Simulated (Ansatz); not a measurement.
`C[O][Al]([F])[Cl]` + HCl → `C[O][Al]([Cl])[Cl]` + H–F at 700 K and 1 bar (ligand exchange at the Al–F bond).

Computed with Ansatz on PBE0-D4/def2-TZVP structures; ΔE is electronic, products minus reactants. CBS: MP2 limit from def2 TZ/QZ plus the TZ coupled-cluster correction, frozen cores. This one scheme is used for every species. One conformer a species, not always the lowest.

```json
{"species": "`C[O][Al]([F])[Cl]`", "CCSD(T)/CBS energy (Eh)": "-916.81237", "H − E (kJ/mol)": "189.6", "S (J/(mol·K))": "453.4"}
{"species": "HCl", "CCSD(T)/CBS energy (Eh)": "-460.38127", "H − E (kJ/mol)": "38.4", "S (J/(mol·K))": "211.8"}
{"species": "`C[O][Al]([Cl])[Cl]`", "CCSD(T)/CBS energy (Eh)": "-1276.79096", "H − E (kJ/mol)": "188.6", "S (J/(mol·K))": "466.9"}
{"species": "H–F", "CCSD(T)/CBS energy (Eh)": "-100.39570", "H − E (kJ/mol)": "45.2", "S (J/(mol·K))": "198.5"}
```

H − E and S are ideal-gas, rigid-rotor, harmonic terms from PBE0-D4/def2-TZVP, for one conformer and one mirror image of each species. 1 Eh = 2625.50 kJ/mol, R = 8.31446 J/(mol·K).

Task: By hand: ΔE, ΔH, ΔS and ΔG.

Result: ΔE = (-1276.79096) + (-100.39570) − (-916.81237) − (-460.38127) = 0.00698 Eh = 18.3 kJ/mol. Δ(H − E) = 188.6 + 45.2 − 189.6 − 38.4 = 5.8, so ΔH = 24.1 kJ/mol. ΔS = 466.9 + 198.5 − 453.4 − 211.8 = 0.2 J/(mol·K). ΔG = 24.1 − 700 × (0.2)/1000 = 24.0 kJ/mol.

Task: By hand: the equilibrium constant, and the temperature at which ΔG would vanish if ΔH and ΔS stayed fixed.

Result: log₁₀ K = −ΔG/(RT ln 10) = -1.8. ΔG = 0 at ΔH/ΔS = 120500 K, far beyond where these terms or the molecules hold.

The number of gas molecules stays the same, so ΔS is small and ΔH decides. A doubt of 5 kJ/mol in ΔE shifts log₁₀ K by 0.4 here. Other conformers and mirror images would add mixing entropy, several J/(mol·K) or more a flexible species. These are equilibria of isolated gas molecules and say nothing of rates. Largest T1 diagnostic: 0.011 (customary marks: 0.02 for closed shells, 0.045 for open ones).
